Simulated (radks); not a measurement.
The neon ion Ne2+, configuration [He] 2s1 2p5 (not the ground configuration).

Method: scalar-relativistic Kohn-Sham, r2SCAN, spin-unpolarised, spherical densities, finite nucleus; meta-GGA in the generalised Kohn-Sham scheme; Fermi nuclear charge, rms radius 3.0055 fm; computed with a radial shooting solver on a logarithmic mesh with Libxc functionals.

Energy parts (eV):
part                     energy
total                 -3420.593
kinetic                3421.055
electron-nucleus      -7937.067
Hartree                1395.717
exchange-correlation   -300.297

Orbitals (lengths in bohr, moments of r in powers of bohr; r(max) is where P^2 peaks; r(90%) holds 90 % of the orbital's charge):
| orbital | occ. | eigenvalue (eV) | r(90%) | r(max) | <r> |
|---|---|---|---|---|---|
| 1s | 2 | -888.3545 | 0.282 | 0.1026 | 0.1578 |
| 2s | 1 | -80.0922 | 1.31 | 0.6608 | 0.8295 |
| 2p | 5 | -55.2972 | 1.37 | 0.5873 | 0.8143 |

The highest occupied level is 2p at -55.297 eV. The density falls to 0.001 e/bohr^3 at r = 2.39 bohr. Summed over all electrons, <r^2> = 5.073 bohr^2, which gives a Langevin (diamagnetic) susceptibility term of -4.02 x 10^-6 cm^3/mol.
